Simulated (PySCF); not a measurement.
# Reading the logs of faulty runs: AlBFH2O

All numbers below are calculated, not measured. They come from PySCF 2.14.0, an open-source quantum chemistry program, on an isolated molecule that a program drew, which may never have been made. The molecule is AlBFH2O (charge 0, doublet), drawn as the SMILES string `O[B](F)[AlH]`.

Each row is a Hartree-Fock (HF) and frozen-core CCSD(T) single point in the cc-pV(D+d)Z basis, meant for a local HF minimum. Run 1 is clean. Each other run has one planted mistake out of seven kinds, and not every kind appears here: one electron removed, one electron added, multiplicity raised by two, geometry at a saddle point, minimal basis STO-3G, one bond length entered in bohr, all coordinates scaled. The reference is restricted for singlets and unrestricted otherwise, and also for a bond in bohr. Adding or removing an electron swaps singlet and doublet. Electrons count all cores. HOMO and LUMO are orbital energies over both spins, the gradient is its largest component, and the lowest frequency (negative if imaginary) is given only where the gradient is small. Bond lengths are over the 5 bonds as drawn. T1 is the CCSD diagnostic: over 0.02 (restricted) or 0.045 (unrestricted) a single reference is doubtful.

Geometry of the clean run:
```xyz
6
AlBFH2O, angstrom
O     1.2261   -2.9817   -0.2522
B     1.1689   -1.8399    0.4620
F     1.5791   -0.7138   -0.1628
Al    0.5371   -1.8249    2.5310
H     1.5503   -2.8536   -1.1363
H    -0.9932   -1.5984    2.9116
```

```
run  electrons  basis functions  <S^2>  HOMO (eV)  LUMO (eV)  gradient (hartree/bohr)  lowest frequency (cm^-1)  mean bond (Å)  longest bond (Å)      T1  HF (hartree)  CCSD(T) (hartree)                     mistake
  1         37               75  0.761      -7.84       0.69                  2.5e-05                       142         1.4813             2.163  0.0167    -442.14448         -442.67794                    no fault
  2         38               75  0.000      -0.10       6.34                  3.8e-02                         -         1.4813             2.163  0.0165    -442.12337         -442.68771          one electron added
  3         37               75  3.757      -6.27      -1.83                  9.9e-02                         -         1.4813             2.163  0.0332    -442.00928         -442.53600  multiplicity raised by two
  4         37               26  0.758      -3.95       7.77                  4.4e-02                         -         1.4813             2.163  0.0174    -436.44492         -436.59374        minimal basis STO-3G
  5         36               75  0.000     -17.04      -6.67                  4.5e-02                         -         1.4813             2.163  0.0183    -441.87764         -442.40995                           ?
```

**Which mistake was planted in run 5, and what did it cost?**

It counts 36 electrons, one fewer than the clean run, at the same geometry and basis. So the mistake is: one electron removed. Subtracting run 1 and multiplying by 627.51 kcal/mol a hartree, the energy moved by 167.4 kcal/mol in HF and 168.2 kcal/mol in CCSD(T).

